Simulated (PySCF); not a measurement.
## Telling isomers of C7H10NPSi apart by NMR

Calculated, not measured (PySCF): PBE0-D3(BJ)/def2-SVP geometry, shieldings: GIAO PBE0/pcSseg-1. No relativistic terms, rapidly exchanging positions averaged, no solvent, a single conformation.

δ = σ(ref) − σ, references computed at the same level: TMS for 1H (σref 31.27) and 13C (σref 184.41). Splittings of carbon signals by F and P are missing where no couplings were computed. Where no couplings were computed, multiplicities follow the n + 1 count of equivalent neighbours, and m marks all less simple cases (inequivalent or close neighbours, rings, F or P nearby). Shifts are as computed. Against solution values, carbons near 30 ppm lie about +2 ppm off and those near 130 ppm about +5 ppm. Of 1313 compounds with measured shifts, 239 miss one by over three times the rms of a fit or turn the order of signals round; such compounds aren't used in these exercises.

(1) Tabulate the signals of `[SiH3]c1cncpc1C1CC1`, `[SiH3]N=P12C=CC(C=C1)C=C2` and their relative energies.

(2) What is the quickest way to tell [SiH3]c1cncpc1C1CC1 from [SiH3]N=P12C=CC(C=C1)C=C2?

Answers

(1) 
```json
{"SMILES": "[SiH3]c1cncpc1C1CC1", "carbon types": "2×C 3×CH 2×CH2", "δC": "209.5, 193.5, 159.0, 128.8, 26.7, 23.5", "δH": "10.41 (m, 1H), 9.00 (m, 1H), 4.64 (s, 3H), 1.88 (m, 1H), 1.58 (m, 2H), 1.21 (m, 2H)", "E rel. (kcal/mol)": "0.0"}
{"SMILES": "[SiH3]N=P12C=CC(C=C1)C=C2", "carbon types": "7×CH", "δC": "159.7, 146.4, 50.7", "δH": "7.47 (m, 3H), 7.10 (m, 3H), 5.02 (m, 3H), 4.33 (m, 1H)", "E rel. (kcal/mol)": "9.0"}
```

Energies are electronic energies at PBE0/pcSseg-1 on these geometries, without zero-point or thermal terms, each for the one conformer computed, which needn't be the lowest.

(2) Count the carbon signals: 6 against 3. The first has a substituted aromatic carbon (C) at 209.5 ppm, the second an allylic sp3 CH at 50.7 ppm. Their most deshielded carbons lie at 209.5 and 159.7 ppm. In the proton spectra the most deshielded non-exchanging signals are 10.41 (m, 1H) and 7.47 (m, 3H).
